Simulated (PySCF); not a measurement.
The numbers are results of PySCF with PBE-D3(BJ)/def2-TZVP // CAM-B3LYP-D3(BJ)/def2-TZVP, not measurements. All species are isolated molecules in the gas phase. One relaxed conformer stands for a flexible species; it need not be the lowest. Delta-SCF ions had no search for a lower state. Excitations are Tamm–Dancoff values on a coarser integration grid. The basis has no diffuse functions, so Rydberg states are missing or too high.

Reference species (SMILES): `B/C=C(/C#N)C` (neutral, multiplicity 1).

```json
{
  "S1 excitation (TDA)": "4.26 eV",
  "vertical ionisation energy (Delta-SCF)": "10.43 eV"
}
```

Changed species: `B/C(=C/C)C#N`.

Question: What does the change do to the S1 excitation (TDA) and vertical ionisation energy (Delta-SCF)?

Answer: the S1 excitation (TDA) rises by 0.18 eV, to 4.44 eV; the vertical ionisation energy (Delta-SCF) falls by 0.18 eV, to 10.25 eV.
